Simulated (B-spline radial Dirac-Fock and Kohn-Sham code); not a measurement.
Calculated with an atomic code on a B-spline grid, using the Dirac equation of a negative muon with reduced mass in the field of a spherical finite nucleus, with the Uehling potential to all orders; nuclear polarisation, deformation, hyperfine structure, self-energy, higher-order vacuum polarisation, relativistic recoil and electron screening are left out. The nuclear charge is a Fermi distribution (skin thickness 2.3 fm).

**Question.** A muonic atom of atomic mass 158.93 u emits these computed lines: 2p3/2 → 1s1/2 4758 keV, 3d5/2 → 2p3/2 1634 keV, 4f7/2 → 3d5/2 586.3 keV, 5g9/2 → 4f7/2 269.9 keV. Which element is it, and what rms charge radius was used?

**Answer.** Terbium (Z = 65, nuclide ¹⁵⁹Tb); the high transitions hardly feel the nucleus and fix Z. The 2p → 1s line lies 4863 keV below the value for a point nucleus without QED, which for this nuclear model gives a radius near 5.06 fm (5.06 fm was used).
